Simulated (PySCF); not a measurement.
**Exercise with solution: entropy of an ideal gas**

Ge(H)2(Br)(OH) (BrGeH3O), SMILES [OH][GeH2][Br].

Geometry optimised at PBE-D3(BJ)/def2-SVP. Other conformers were not sampled.

PBE-D3(BJ)/def2-SVP (PySCF) gives the harmonic wavenumbers 154, 257, 296, 495, 633, 690, 761, 818, 913, 2075, 2135, 3725 cm⁻¹ and the rotational temperatures 0.5860, 0.0878, 0.0783 K. The molar mass is 171.56 g/mol, the symmetry number 1, the spin multiplicity 1.

**Question.** Work out the entropy at 298.15 K and 1 atm in the rigid-rotor, harmonic-oscillator model.

**Answer.** 
Translation (Sackur–Tetrode at 1 atm): S = R[1.5 ln M + 2.5 ln T − 1.16487] = 172.9 J/(mol K).
Rotation: q = (√π/σ) T^1.5/√(θA θB θC) = 144000, S = R[ln q + 3/2] = 111.2 J/(mol K).
Vibration: with u = 1.4388 ν/T, each mode gives R[u/(e^u − 1) − ln(1 − e^−u)]:
```
ν (cm⁻¹)  modes     u  S (J/(mol K))
--------  -----  ----  -------------
154           1  0.74          10.97
257           1  1.24           7.04
296           1  1.43           6.02
495           1  2.39           2.81
633           1  3.05           1.66
690           1  3.33           1.33
761           1  3.67           1.01
818           1  3.95           0.81
913           1  4.41           0.55
```
The stiffer modes add less than 0.005 each. Sum 32.2 J/(mol K).
Spin: R ln 1 = 0.0 J/(mol K).
Total 316.3 J/(mol K); the program's own thermochemistry gives 316.3. Translation makes up 55 % and vibration 10 %. Anharmonicity, hindered rotation and orbital degeneracy are left out.
